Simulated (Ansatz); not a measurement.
Results of the Gaussian-basis code of Ansatz.

ClFH5NSi2 (`F[SiH](Cl)N[SiH3]`) at its PBE0-D4/def2-TZVP geometry, where that method's forces vanish. Charge 0, multiplicity 1.

```csv
atom,x (Å),y (Å),z (Å)
F1,2.4803,0.5943,-0.0036
Si2,1.3777,-0.5427,-0.1550
Cl3,2.0499,-1.7721,-1.6388
N4,-0.1410,0.0733,-0.5871
Si5,-1.4261,0.5687,0.4700
H6,1.3088,-1.2529,1.1306
H7,-0.2896,0.2198,-1.5768
H8,-1.6877,2.0277,0.3662
H9,-2.6839,-0.1526,0.1464
H10,-0.9884,0.2365,1.8480
```

(1) For each bond, give half the difference of the two atoms' forces along it (eV/Å; positive pushes the atoms apart) under PBE-D4, r2SCAN-D4, B3LYP-D4, ωB97M-V in def2-TZVPP. (An estimate is asked.)

Results:

(1) The calculation gave: 
```json
{"bond": "F1–Si2", "length (Å)": "1.591", "PBE-D4": "0.50", "r2SCAN-D4": "0.04", "B3LYP-D4": "0.17", "ωB97M-V": "0.14"}
{"bond": "Si2–Cl3", "length (Å)": "2.041", "PBE-D4": "0.11", "r2SCAN-D4": "0.04", "B3LYP-D4": "0.16", "ωB97M-V": "0.06"}
{"bond": "Si2–N4", "length (Å)": "1.695", "PBE-D4": "0.05", "r2SCAN-D4": "0.02", "B3LYP-D4": "0.04", "ωB97M-V": "0.03"}
{"bond": "Si2–H6", "length (Å)": "1.470", "PBE-D4": "-0.03", "r2SCAN-D4": "-0.06", "B3LYP-D4": "-0.17", "ωB97M-V": "-0.22"}
{"bond": "N4–Si5", "length (Å)": "1.736", "PBE-D4": "0.05", "r2SCAN-D4": "0.00", "B3LYP-D4": "0.11", "ωB97M-V": "0.12"}
{"bond": "N4–H7", "length (Å)": "1.011", "PBE-D4": "0.18", "r2SCAN-D4": "0.03", "B3LYP-D4": "-0.03", "ωB97M-V": "-0.03"}
{"bond": "Si5–H8", "length (Å)": "1.486", "PBE-D4": "0.05", "r2SCAN-D4": "-0.02", "B3LYP-D4": "-0.09", "ωB97M-V": "-0.13"}
{"bond": "Si5–H9", "length (Å)": "1.486", "PBE-D4": "0.05", "r2SCAN-D4": "-0.02", "B3LYP-D4": "-0.09", "ωB97M-V": "-0.13"}
{"bond": "Si5–H10", "length (Å)": "1.483", "PBE-D4": "0.06", "r2SCAN-D4": "-0.02", "B3LYP-D4": "-0.07", "ωB97M-V": "-0.11"}
```

B3LYP here is the variant with VWN-RPA as its local correlation; programs differ in this.
